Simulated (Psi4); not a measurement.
CH$_{3}$Cl$_{3}$Si (SMILES C[Si](Cl)(Cl)Cl), singlet, at a GFN2-xTB geometry; Psi4 with MP2/STO-3G.

Input for Psi4:
```
memory 2 GB

molecule {
0 1
  C    -2.08539302   -0.43002418    0.05735758
  Si   -0.22565362   -0.04653152    0.00620648
  Cl    0.68040569   -1.19502435   -1.39062803
  Cl    0.06775652    1.90072752   -0.45554951
  Cl    0.60976201   -0.42568869    1.80882858
  H    -2.26630565   -1.46926637    0.31744164
  H    -2.59468576    0.18660249    0.79274175
  H    -2.55221147   -0.24599592   -0.90628735
}

set basis sto-3g
set freeze_core true
set mp2_type conv
set scf_type pk
set puream true
set d_convergence 1e-8

energy('mp2')
print_variables()
```

It wrote (shortened):

```
   => Loading Basis Set <=

    Name: STO-3G
    Role: ORBITAL
    Keyword: BASIS

         ---------------------------------------------------------
                                   SCF
               by Justin Turney, Rob Parrish, Andy Simmonett
                          and Daniel G. A. Smith
                              RHF Reference
         ---------------------------------------------------------

  ==> Geometry <==

    Molecular point group: c1
    Full point group: C1

    Geometry (in Angstrom), charge = 0, multiplicity = 1:

       Center              X                  Y                   Z               Mass
    ------------   -----------------  -----------------  -----------------  -----------------
         C           -2.144051717339    -0.442120057132     0.058970956088    12.000000000000
         SI          -0.284312317339    -0.058627397132     0.007819856088    27.976926534650
         CL           0.621746992661    -1.207120227132    -1.389014653912    34.968852682000
         CL           0.009097822661     1.888631642868    -0.453936133912    34.968852682000
         CL           0.551103312661    -0.437784567132     1.810441956088    34.968852682000
         H           -2.324964347339    -1.481362247132     0.319055016088     1.007825032230
         H           -2.653344457339     0.174506612868     0.794355126088     1.007825032230
         H           -2.610870167339    -0.258091797132    -0.904673973912     1.007825032230

  Running in c1 symmetry.

  Rotational constants: A =      0.05852  B =      0.05852  C =      0.04414 [cm^-1]
  Rotational constants: A =   1754.48108  B =   1754.48108  C =   1323.22089 [MHz]
  Nuclear repulsion =  440.805403159818184

  Charge       = 0
  Multiplicity = 1
  Electrons    = 74
  Nalpha       = 37
  Nbeta        = 37

  ==> Algorithm <==

  SCF Algorithm Type is PK.
  DIIS enabled.
  MOM disabled.
  Fractional occupation disabled.
  Guess Type is SAD.
  Energy threshold   = 1.00e-08
  Density threshold  = 1.00e-08
  Integral threshold = 1.00e-12

  ==> Primary Basis <==

  Basis Set: STO-3G
    Blend: STO-3G
    Number of shells: 26
    Number of basis functions: 44
    Number of Cartesian functions: 44
    Spherical Harmonics?: true
    Max angular momentum: 1

  ==> Integral Setup <==

  Using in-core PK algorithm.
   Calculation information:
      Number of atoms:                   8
      Number of AO shells:              26
      Number of primitives:             78
      Number of atomic orbitals:        44
      Number of basis functions:        44

      Integral cutoff                 1.00e-12
      Number of threads:                 1

  Performing in-core PK
  Using 981090 doubles for integral storage.
  We computed 44627 shell quartets total.
  Whereas there are 61776 unique shell quartets.

  ==> DiskJK: Disk-Based J/K Matrices <==

    J tasked:                  Yes
    K tasked:                  Yes
    wK tasked:                  No
    Schwarz Cutoff:          1E-12

  Minimum eigenvalue in the overlap matrix is 2.2963630298E-01.
  Reciprocal condition number of the overlap matrix is 1.0010275989E-01.
    Using symmetric orthogonalization.

  ==> Pre-Iterations <==

  SCF Guess: Superposition of Atomic Densities via on-the-fly atomic UHF (no occupation information).

   -------------------------
    Irrep   Nso     Nmo
   -------------------------
     A         44      44
   -------------------------
    Total      44      44
   -------------------------

  ==> Iterations <==

                        Total Energy        Delta E     RMS |[F,P]|

   @RHF iter SAD: -1686.46003156479287   -1.68646e+03   0.00000e+00
   @RHF iter   1: -1688.56019567106182   -2.10016e+00   7.75077e-03 DIIS/ADIIS
   @RHF iter   2: -1688.67423118571537   -1.14036e-01   1.65366e-03 DIIS/ADIIS
   @RHF iter   3: -1688.67811477739906   -3.88359e-03   2.44961e-04 DIIS/ADIIS
   @RHF iter   4: -1688.67829755191269   -1.82775e-04   2.80921e-05 DIIS
   @RHF iter   5: -1688.67830002774485   -2.47583e-06   5.20564e-06 DIIS
   @RHF iter   6: -1688.67830009946465   -7.17198e-08   1.43849e-06 DIIS
   @RHF iter   7: -1688.67830010482999   -5.36534e-09   2.02491e-07 DIIS
   @RHF iter   8: -1688.67830010494959   -1.19599e-10   3.87825e-08 DIIS
   @RHF iter   9: -1688.67830010495413   -4.54747e-12   6.69796e-09 DIIS
  Energy and wave function converged.

  ==> Post-Iterations <==

    Orbital Energies [Eh]
    ---------------------

    Doubly Occupied:

[...]
      37A     -0.404106

    Virtual:

[...]
      44A      0.714675

    Final Occupation by Irrep:
              A
    DOCC [    37 ]
    NA   [    37 ]
    NB   [    37 ]

  @RHF Final Energy: -1688.67830010495413

   => Energetics <=

    Nuclear Repulsion Energy =            440.8054031598181837
    One-Electron Energy =               -3217.3847216236381428
    Two-Electron Energy =                1087.9010183588659402
    Total Energy =                      -1688.6783001049541326

Computation Completed

Properties will be evaluated at   0.000000,   0.000000,   0.000000 [a0]

Properties computed using the SCF density matrix

 Multipole Moments:

 ------------------------------------------------------------------------------------
     Multipole            Electronic (a.u.)      Nuclear  (a.u.)        Total (a.u.)
 ------------------------------------------------------------------------------------

 L = 1.  Multiply by 2.5417464519 to convert [e a0] to [Debye]
 Dipole X            :          7.0731891           -8.2028165           -1.1296274
 Dipole Y            :          1.4585463           -1.6914842           -0.2329379
 Dipole Z            :         -0.1945441            0.2256139            0.0310698
 Magnitude           :                                                    1.1538125

 ------------------------------------------------------------------------------------

 MINTS: Wrapper to libmints.
   by Justin Turney

   Calculation information:
[...]
  DIE_IF_NOT_CONVERGED          => (empty)
[...]
  FREEZE_CORE_POLICY            => (empty)
  FROZEN_DOCC                   => (empty)
  FROZEN_UOCC                   => (empty)
  INTEGRAL_PACKAGE              => (empty)
  IP_POLES                      => (empty)
  LEVEL_SHIFT                   => (empty)
  LITERAL_CFOUR                 => (empty)
  LS_THC_BASIS_TOLERANCE        => (empty)
  LS_THC_DF                     => (empty)
  LS_THC_PRUNING_SCHEME         => (empty)
  LS_THC_RADIAL_POINTS          => (empty)
  LS_THC_SPHERICAL_POINTS       => (empty)
  LS_THC_S_EPSILON              => (empty)
  LS_THC_WEIGHTS_TOLERANCE      => (empty)
  MAT_NUM_COLUMN_PRINT          => (empty)
  MAX_MOGRAD_CONVERGENCE        => (empty)
  MAX_RADIAL_MOMENT             => (empty)
  MBIS_D_CONVERGENCE            => (empty)
  MBIS_MAXITER                  => (empty)
  MBIS_PRUNING_SCHEME           => (empty)
  MBIS_RADIAL_POINTS            => (empty)
  MBIS_SPHERICAL_POINTS         => (empty)
  MOGRAD_DAMPING                => (empty)
  MOLDEN_WITH_VIRTUAL           => (empty)
  MO_MAXITER                    => (empty)
  MO_READ                       => (empty)
  MO_STEP_MAX                   => (empty)
  MO_WRITE                      => (empty)
  MP2_OS_SCALE                  => (empty)
  MP2_SOS_SCALE                 => (empty)
  MP2_SOS_SCALE2                => (empty)
  MP2_SS_SCALE                  => (empty)
  MP2_TYPE                      => CONV            !
  MP_TYPE                       => (empty)
  NAT_ORBS                      => (empty)
  NUM_FROZEN_DOCC               => (empty)
  NUM_FROZEN_UOCC               => (empty)
  NUM_GPUS                      => (empty)
  OCC_ORBS_PRINT                => (empty)
  OEPROP                        => (empty)
  OPT_METHOD                    => (empty)
  ORBITAL_OPTIMIZER_PACKAGE     => (empty)
  ORB_OPT                       => FALSE           !
  ORB_RESP_SOLVER               => (empty)
  ORTH_TYPE                     => (empty)
  OS_SCALE                      => (empty)
  PARENT_SYMMETRY               => (empty)
  PCG_BETA_TYPE                 => (empty)
  PCG_CONVERGENCE               => (empty)
  PCG_MAXITER                   => (empty)
  PCM                           => (empty)
  PE                            => (empty)
  PRINT                         => (empty)
  PRINT_NOONS                   => (empty)
  PROPERTIES                    => (empty)
  PROPERTIES_ORIGIN             => (empty)
  PUREAM                        => TRUE            !
  QC_MODULE                     => (empty)
  RAS1                          => (empty)
  RAS2                          => (empty)
  RAS3                          => (empty)
  RAS4                          => (empty)
  RELATIVISTIC                  => (empty)
  RELAXED                       => (empty)
  REMP_A                        => (empty)
  RESTRICTED_DOCC               => (empty)
  RESTRICTED_UOCC               => (empty)
  RMS_MOGRAD_CONVERGENCE        => (empty)
  R_CONVERGENCE                 => (empty)
  SCF_TYPE                      => PK              !
  SCREENING                     => (empty)
  SCS_TYPE                      => (empty)
  SOCC                          => (empty)
  SOS_TYPE                      => (empty)
  SPIN_SCALE_TYPE               => NONE            !
  SS_SCALE                      => (empty)
  SYMMETRIZE                    => (empty)
  TPDM_ABCD_TYPE                => (empty)
  WFN                           => (empty)
  WFN_TYPE                      => OMP2            !
  WRITER_FILE_LABEL             => (empty)
  ZORA_BASIS_TOLERANCE          => (empty)
  ZORA_NR_DEBUG                 => (empty)
  ZORA_PRUNING_SCHEME           => (empty)
  ZORA_RADIAL_POINTS            => (empty)
  ZORA_SPHERICAL_POINTS         => (empty)

 ==============================================================================
 ==============================================================================
 ==============================================================================

                             MP2
                    Program Written by Ugur Bozkaya,
              Additional Contributions by J. P. Misiewicz

 ==============================================================================
 ==============================================================================
 ==============================================================================

	MO spaces per irreps...

	IRREP   FC    OCC   VIR  FV
	==============================
	   A    21    16     7    0
	==============================

	Cost of iabc is      0 MB
	Cost of abcd is      0 MB
	Switching to the incore algorithm for iabc..
	Switching to the incore algorithm for abcd..

	Computing MP2 energy using SCF MOs (Canonical MP2)...
	==============================================================================
	Nuclear Repulsion Energy (a.u.)    :   440.80540315981818
	SCF Energy (a.u.)                  : -1688.67830010495413
	REF Energy (a.u.)                  : -1688.67830010495413
	Alpha-Alpha Contribution (a.u.)    :    -0.00603201472416
	Alpha-Beta Contribution (a.u.)     :    -0.08603059788603
	Beta-Beta Contribution (a.u.)      :    -0.00603201472416
	Scaled_SS Correlation Energy (a.u.):    -0.00402134314944
	Scaled_OS Correlation Energy (a.u.):    -0.10323671746324
	SCS-MP2 Total Energy (a.u.)        : -1688.78555816556673
	SOS-MP2 Total Energy (a.u.)        : -1688.78153682241737
	SCSN-MP2 Total Energy (a.u.)       : -1688.69953279678316
	SCS-MP2-VDW Total Energy (a.u.)    : -1688.79445128497218
	SOS-PI-MP2 Total Energy (a.u.)     : -1688.79874294199453
	MP2 Correlation Energy (a.u.)      :    -0.09809462733436
	MP2 Total Energy (a.u.)            : -1688.77639473228851
	==============================================================================

  Variable Map:
  ----------------------------------------------------------------------------
[...]
  Array Variable Map:
  ----------------------------------------------------------------------------
[...]
[...]
```
